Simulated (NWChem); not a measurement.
System: C4H5F; SMILES CC=C=CF

Input file for NWChem:

```
start job
memory heap 200 mb stack 900 mb global 1100 mb
geometry units angstroms noautosym nocenter noautoz
  C     -0.491459     2.272769    -0.168513
  C      0.387668     1.188507     0.374015
  C      0.355257    -0.073645     0.019234
  C      0.352593    -1.323852    -0.367793
  F     -0.398088    -2.272140     0.204864
  H     -1.195736     1.888174    -0.918071
  H      0.116732     3.067662    -0.630556
  H     -1.066435     2.744931     0.644758
  H      1.119955     1.487141     1.138962
  H      0.964485    -1.708554    -1.190582
end
basis spherical
  * library pcsseg-1
end
dft
  xc pbe0
  iterations 150
end
property
  shielding
  efieldgrad
end
task dft property
```

The geometry was optimised at PBE0/def2-SVP.

GIAO values for the isolated, static molecule; σ is the absolute isotropic shielding, δ = σ(reference) − σ with the isolated reference molecule computed at the same levels (13C: tetramethylsilane, 19F: trichlorofluoromethane, 1H: tetramethylsilane).

Atoms are numbered as in the input.

Q: Predict the main results of this run. (PBE0/pcSseg-1, GIAO.) Quantities: δ C1 (ppm); δ C2 (ppm); δ C4 (ppm); δ F5 (ppm); δ H6 (rotor mean) (ppm); δ H9 (ppm); δ H10 (ppm).

A: The δ C1 (ppm) comes out as 20.3 and the δ C2 (ppm) is 112.4. The δ C4 (ppm) comes out as 134.8, the δ F5 (ppm) comes out as -168.3 and the δ H6 (rotor mean) (ppm) is 1.91. The δ H9 (ppm) comes out as 6.13 and the δ H10 (ppm) is 7.22.
